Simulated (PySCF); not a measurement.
Species: CH₉BNP.
Structure used (PBE0-D3(BJ)/def2-SVP), in Å, numbered top down from 1:
```xyz
13
CH9BNP angstrom
C      0.180    1.647   -0.400
B      0.263    0.341    0.531
N     -0.931   -0.687    0.061
P      1.910   -0.773    0.455
H     -0.786    2.182   -0.325
H      0.357    1.431   -1.470
H      0.956    2.368   -0.099
H      0.020    0.537    1.718
H     -0.895   -1.544    0.617
H     -0.839   -0.952   -0.922
H     -1.851   -0.260    0.183
H      2.420   -0.390   -0.829
H      2.757    0.120    1.174
```

Level of theory: PBE0-D3(BJ)/def2-SVP geometry optimisation, gas phase in PySCF.

Take the most abundant isotopes and a rigid rotor. The values belong to one conformer with, in the numbering `[CH3:1][B@@H-:2]([NH3+:3])[PH2:4]`, C1–B2–P4–H -22° and 74°.

Question: Give the principal moments of inertia and the rotational constants in MHz.

Answer: Ia = 74.04, Ib = 137.84, Ic = 190.36 u·Å²; 505379 MHz·u·Å²/I gives A = 6825, B = 3666, C = 2655 MHz.

Question: Classify the top.

Answer: An asymmetric top: κ = (2 × 3666 − 6825 − 2655)/(6825 − 2655) ≈ -0.51.

Question: What does the inertial defect say?

Answer: Not planar: Δ = Ic − Ia − Ib = -21.53 u·Å². For a rigid frame Δ = −2 Σ m c², so Σ m c² = 10.76 u·Å² lies off the ab plane: 8.02 from hydrogen and 2.74 from heavier atoms. The atom farthest from that plane is 1.67 Å away.

Question: Give the other two planar moments, Paa and Pbb, and the rms extents of the mass along the axes.

Answer: Paa = Σ m a² = (Ib + Ic − Ia)/2 = 127.08 and Pbb = Σ m b² = (Ia + Ic − Ib)/2 = 63.28 u·Å². With the mass M = 77.06 u, the rms extents √(P/M) along a, b and c are 1.28, 0.91, 0.37 Å.

Question: List the rotational levels J(Ka,Kc) to J = 2 (cm⁻¹).

Answer: Above 0(0,0):
J = 1: 1(0,1) 0.2109, 1(1,1) 0.3162, 1(1,0) 0.3500
J = 2: 2(0,2) 0.6257, 2(1,2) 0.7042, 2(1,1) 0.8054, 2(2,1) 1.1215, 2(2,0) 1.1284
The levels of one J sum to (2J + 1)J(J + 1)(A + B + C)/3.

Question: Which lines would a microwave search look for?

Answer: The dipole components are |μa| = 3.73 D, |μb| = 3.58 D, |μc| = 1.39 D. The squared components, which scale the intensities, stand as 1.00 : 0.92 : 0.14 (a : b : c). Some lines, for components of 0.1 D or more:

| type | branch | J(Ka,Kc) | MHz | lower level (cm⁻¹) |
| --- | --- | --- | --- | --- |
| a | Q | 3(2,1) ← 3(2,2) | 981 | 1.754 |
| c | Q | 2(1,2) ← 2(0,2) | 2354 | 0.626 |
| a | Q | 2(1,1) ← 2(1,2) | 3035 | 0.704 |
| a | Q | 3(1,2) ← 3(1,3) | 6042 | 1.282 |
| c | Q | 3(2,2) ← 3(1,2) | 8105 | 1.484 |
| b | Q | 3(2,1) ← 3(1,2) | 9086 | 1.484 |
| b | R | 2(0,2) ← 1(1,1) | 9277 | 0.316 |
| b | Q | 2(2,0) ← 2(1,1) | 9683 | 0.805 |
| c | R | 1(1,0) ← 0(0,0) | 10492 | 0.000 |
| b | R | 3(1,2) ← 2(2,1) | 10859 | 1.122 |
| b | Q | 2(2,1) ← 2(1,2) | 12511 | 0.704 |
| a | R | 2(1,1) ← 1(1,0) | 13654 | 0.350 |
| b | Q | 3(2,2) ← 3(1,3) | 14147 | 1.282 |
| b | R | 2(1,2) ← 1(0,1) | 14790 | 0.211 |
| a | R | 3(1,3) ← 2(1,2) | 17328 | 0.704 |
| b | Q | 3(3,0) ← 3(2,1) | 17487 | 1.787 |
| c | R | 2(1,1) ← 1(0,1) | 17825 | 0.211 |
| a | R | 3(0,3) ← 2(0,2) | 18189 | 0.626 |
| a | R | 3(2,2) ← 2(2,1) | 18964 | 1.122 |
| a | R | 3(1,2) ← 2(1,1) | 20336 | 0.805 |
| c | R | 2(2,0) ← 1(1,0) | 23337 | 0.350 |
| b | R | 2(2,0) ← 1(1,1) | 24349 | 0.316 |
| b | R | 3(2,2) ← 2(1,1) | 28441 | 0.805 |
| c | R | 3(2,1) ← 2(1,1) | 29422 | 0.805 |
| c | R | 3(3,1) ← 2(2,1) | 37406 | 1.122 |

Question: Estimate the classical rotational partition function at 10 K, 50 K and 100 K.

Answer: Point group C1, symmetry number σ = 1; q = (√π/σ)·√((kT/h)³/(ABC)), k/h = 20836.6 MHz/K: 654 at 10 K, 7310 at 50 K, 20700 at 100 K.

Stationary, but not proved a minimum. These are rigid-rotor constants of the computed structure; measured ground-state constants (B0) also hold zero-point vibration. A rigid rotor knows nothing of internal rotation, which can split or shift real lines. Quadrupole hyperfine structure (11B, 14N) is left out.

On Arm Neoverse V2, one thread, shared host, this took 22 s and 0.44 GiB of memory at its peak. This is the geometry optimisation.
